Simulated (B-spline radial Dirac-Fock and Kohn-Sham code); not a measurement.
**Br⁵⁺: scattering cross sections and density moments**

System: bromine as Br⁵⁺, [Ar] 3d10 4s2, inside a Watson sphere of charge -5 and radius 1.6 Å (a model of the Madelung potential; inside it an electron's potential energy is raised by 45.0 eV).

Model: relativistic Hartree-Fock (Dirac-Fock) wave functions, averaged over the configuration. Program: a B-spline atomic structure program.

```
Sum of ⟨r⟩                          : 14.70 bohr
Sum of ⟨r²⟩                         : 12.31 bohr²
Sum of ⟨1/r⟩                        : 177.19 per bohr
Langevin diamagnetic susceptibility : -9.75 × 10⁻⁶ cm³/mol
Lamb shielding (α²/3)Σ⟨1/r⟩         : 3145 ppm
```

Coherent scattering is the Thomson cross section weighted by f₀², without anomalous dispersion; incoherent scattering is Klein-Nishina weighted by S. The Lamb formula is the non-relativistic shielding expression. Electron correlation is left out.

| hν (keV) | coherent (b) | incoherent (b) | incoherent per electron (b) |
| --- | --- | --- | --- |
| 1 | 587.2 | 0.2502 | 0.00834 |
| 5 | 417.2 | 3.061 | 0.102 |
| 10 | 237.0 | 6.288 | 0.210 |
| 17.4793 | 119.1 | 9.531 | 0.318 |
| 50 | 25.04 | 13.54 | 0.451 |
| 200 | 2.129 | 11.75 | 0.392 |
| 500 | 0.3623 | 8.589 | 0.286 |
| 1000 | 0.09190 | 6.313 | 0.210 |

Incoherent scattering overtakes coherent scattering between 50 and 200 keV.

Values without a named source are computed, but for edge energies of neutral atoms, which are taken from tables.
